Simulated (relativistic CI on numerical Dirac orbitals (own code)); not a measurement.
Method of calculation: Dirac-Coulomb-Breit CI, KLI orbitals optimised for each configuration, model QED, unscaled Slater integrals (own radial code, finite nucleus).

The strongest absorption lines from the ground level of an ion, among the configurations computed and to levels below about 971 eV (vacuum wavelength in nm, gf): 1.4165 (0.36), 1.4264 (0.29), 1.4274 (0.59), 1.4296 (0.79), 1.4359 (0.2), 4.0979 (0.27), 4.3774 (1.7), 4.6396 (0.76).

Question: Which ion is it?
A. Eu XXXVIII
B. La XXXIV
C. Nd XXXV
D. La XXXII

Answer: D. La XXXII has 26 electrons and the ground level 3s2 3p6 3d8 3F_4; the strongest line goes to 3s2 3p5 3d9 3D°_3. The pattern of lines fixes the number of electrons, and along that sequence the line energies rise steadily with the charge (about as its square where n changes within one kind of shell, about linearly where n is kept but much faster in heavy ions where fine structure, which grows about as Z⁴, sets the gap, and irregularly where shells cross), which fixes Z. Configurations outside the model, such as inner-shell arrays, can give stronger lines. At this charge energies of transitions that change n are usually good to better than 1 %, and those within a shell (Δn = 0) to a few per cent. Terms inside the open d or f shell come out 10 to 20 % too wide with unscaled integrals.

LS names give the leading component of a level, which can be under half, so a name can repeat, a term be missing and a line seem to break the LS rules.
